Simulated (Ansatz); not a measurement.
Pb3SeBr4. The state is a singlet with charge 0. Geometry PBE-D4/def2-SVP, basis def2-TZVP, Ansatz.

```
atom   x (Å)   y (Å)   z (Å)
 Pb1  -0.747   2.625   0.004
 Pb2   0.555  -0.924   1.845
 Pb3   0.764  -0.859  -1.801
 Se4   1.599   1.081   0.111
 Br5   2.381  -2.500   0.092
 Br6  -1.468   1.263  -2.364
 Br7  -1.352  -1.866  -0.111
 Br8  -1.731   1.181   2.225
```

| run | HOMO (eV) | LUMO (eV) |
| --- | --- | --- |
| A | -6.42 | -2.70 |
| B | -9.14 | 0.36 |
| C | -6.14 | -2.85 |
| D | -7.93 | -1.57 |
| E | -7.12 | -2.24 |

In the def2 sets Pb takes a core potential; there is no spin–orbit coupling. The structure comes from a short search, and lower isomers may exist.

**Question.** The runs used BHLYP, HF, PBE, PBE0, r2SCAN. Estimate which is which.

**Answer.** A r2SCAN (0 % exact exchange); B HF (100 % exact exchange); C PBE (0 % exact exchange); D BHLYP (50 % exact exchange); E PBE0 (25 % exact exchange). Exact exchange lowers occupied and raises empty levels; among semilocal functionals meta-GGAs tend to open the gap a little, and such runs are hard to tell apart. The gap grows from 3.28 eV (PBE) to 9.51 eV (HF).
